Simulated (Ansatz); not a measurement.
This singlet lies 3.20 eV below the relaxed triplet at the level composite: frozen-core CCSD(T) with HF/cc-pVQZ and the correlation energy extrapolated as X^-3 from cc-pVTZ and cc-pVQZ, plus CCSDT(Q) minus CCSD(T) in cc-pVDZ // PBE0-D3(BJ)/def2-TZVP (Ansatz, a program for electronic structure).

These are PBE0-D3(BJ)/def2-TZVP (Ansatz) values and carry that method's errors. No frequencies were computed at this level.

Ansatz 0.2 input:
```yaml
crystal:
  periodic: [false, false, false]
  atoms:
    - { symbol: F, position_ang: [-1.167878, -0.373385, 0.000005] }
    - { symbol: Si, position_ang: [-0.000652, 0.744726, -0.000001] }
    - { symbol: F, position_ang: [1.168531, -0.37134, -0.000003] }
basis:
  gaussian: { orbitals: def2-tzvp }
hamiltonian:
  xc: pbe0
  dispersion: d3bj
relax:
  max_steps: 150
```

Output:

```
Functional definition: PBE0
580 factors; their error is unknown
mean field evaluation 1: about -13304.7816 eV, gradient 4.7e1 eV
mean field evaluation 2: about -13298.0346 eV, gradient 8.3e1 eV
mean field evaluation 4: about -13307.8688 eV, gradient 6.7e-1 eV
mean field evaluation 8: about -13307.9271 eV, gradient 2.7e-3 eV
mean field -13307.92705665 eV, -489.0572988949 hartree, gradient 3.4e-5 eV, S^2 0.000000; 0 other end points of the search recorded, 0 dependent functions left out
reference -13307.92707480 eV, -489.0572995620 hartree; 16, 16 occupied and 83, 83 virtual orbitals, 580 factors
relax step   1: F+E_penalty+E_count = -13307.95160645 eV  Δ(F+E_penalty+E_count) = +0.000e0 eV  max|allowed force component| = 1.342e0 eV/Å  Δτ_max = 0.0000 Å  (23 SCF iters, accepted)
these checks for a lower state are left out or cut short: starts, cluster_reference, orbital_swaps, neighbouring_geometries, increment
580 factors; their error is unknown
mean field evaluation 16: about -13307.9825 eV, gradient 1.2e-1 eV
mean field -13307.98246508 eV, -489.0593351171 hartree, gradient 1.0e-5 eV, S^2 0.000000; 0 other end points of the search recorded, 0 dependent functions left out
reference -13307.98248313 eV, -489.0593357804 hartree; 16, 16 occupied and 83, 83 virtual orbitals, 580 factors
relax step   2: F+E_penalty+E_count = -13308.00697280 eV  Δ(F+E_penalty+E_count) = -5.537e-2 eV  max|allowed force component| = 8.507e-1 eV/Å  Δτ_max = 0.0368 Å  (26 SCF iters, accepted)
these checks for a lower state are left out or cut short: starts, cluster_reference, orbital_swaps, neighbouring_geometries, increment
580 factors; their error is unknown
mean field -13308.00422504 eV, -489.0601347810 hartree, gradient 1.0e-5 eV, S^2 0.000000; 0 other end points of the search recorded, 0 dependent functions left out
reference -13308.00424305 eV, -489.0601354428 hartree; 16, 16 occupied and 83, 83 virtual orbitals, 580 factors
relax step   3: F+E_penalty+E_count = -13308.02869769 eV  Δ(F+E_penalty+E_count) = -2.172e-2 eV  max|allowed force component| = 7.548e-2 eV/Å  Δτ_max = 0.0311 Å  (26 SCF iters, accepted)
these checks for a lower state are left out or cut short: starts, cluster_reference, orbital_swaps, neighbouring_geometries, increment
580 factors; their error is unknown
mean field evaluation 32: about -13308.0045 eV, gradient 1.2e-1 eV
mean field -13308.00448949 eV, -489.0601444994 hartree, gradient 2.1e-5 eV, S^2 0.000000; 0 other end points of the search recorded, 0 dependent functions left out
reference -13308.00450750 eV, -489.0601451612 hartree; 16, 16 occupied and 83, 83 virtual orbitals, 580 factors
relax step   4: F+E_penalty+E_count = -13308.02895701 eV  Δ(F+E_penalty+E_count) = -2.593e-4 eV  max|allowed force component| = 7.507e-3 eV/Å  Δτ_max = 0.0039 Å  (26 SCF iters, accepted)
580 factors; their error is unknown
mean field -13308.00448949 eV, -489.0601444994 hartree, gradient 2.1e-5 eV, S^2 0.000000; 1 other end points of the search recorded, 0 dependent functions left out
reference -13308.00450750 eV, -489.0601451612 hartree; 16, 16 occupied and 83, 83 virtual orbitals, 580 factors
Total energy: -13308.02897502 eV, -489.0610443258 hartree
Atom 0 at    -1.231472    -0.342252     0.000005 Å, force    -0.001312     0.003752    -0.000000 eV/Å
Atom 1 at    -0.000597     0.682348    -0.000001 Å, force     0.000007    -0.007507     0.000000 eV/Å
Atom 2 at     1.232071    -0.340096    -0.000003 Å, force     0.001306     0.003755    -0.000000 eV/Å
Dipole moment:    -0.000199     0.226906    -0.000000 e Å
```

Cost: roughly 6 core-seconds.
